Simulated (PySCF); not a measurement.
methyl pivalate (C₆H₁₂O₂), SMILES COC(=O)C(C)(C)C.

Geometry: PBE0-D3(BJ)/def2-SVP.

These are TDA-PBE0/def2-SVP (PySCF) values and carry that method's errors.

Vertical excitations. Gas-phase values at a fixed geometry. State labels are in the subgroup Cs.

Computed excitation energies, oscillator strengths and character:
| state | symmetry | energy (eV) | λ (nm) | f | main pairs |
|---|---|---|---|---|---|
| S1 | A" | 5.92 | 210 | 0.004 | HOMO→LUMO 98 % |
| S2 | A' | 8.23 | 151 | 0.004 | HOMO→LUMO+1 80 %, HOMO−1→LUMO 14 % |
| S3 | A' | 8.41 | 147 | 0.101 | HOMO−1→LUMO 58 %, HOMO→LUMO+1 18 %, HOMO−3→LUMO 17 % |
| S4 | A" | 8.41 | 147 | 0.005 | HOMO−2→LUMO 84 %, HOMO−4→LUMO 13 % |
| S5 | A" | 8.74 | 142 | 0.000 | HOMO−4→LUMO 84 %, HOMO−2→LUMO 14 % |
| S6 | A' | 8.77 | 141 | 0.048 | HOMO−3→LUMO 76 % |
| S7 | A' | 9.10 | 136 | 0.069 | HOMO→LUMO+2 89 % |
| S8 | A" | 9.18 | 135 | 0.008 | HOMO−1→LUMO+1 91 % |
| S9 | A" | 9.44 | 131 | 0.007 | HOMO−6→LUMO 93 % |
| S10 | A' | 9.52 | 130 | 0.000 | HOMO−5→LUMO 96 % |
| T1 | A" | 5.30 | 234 | 0 | HOMO→LUMO 98 % |
| T2 | A' | 6.17 | 201 | 0 | HOMO−1→LUMO 83 % |
| T3 | A" | 7.90 | 157 | 0 | HOMO−4→LUMO 53 %, HOMO−2→LUMO 39 % |
| T4 | A' | 8.03 | 154 | 0 | HOMO−3→LUMO 51 %, HOMO−7→LUMO 22 %, HOMO−1→LUMO 13 % |
Triplets are in the Tamm–Dancoff approximation.
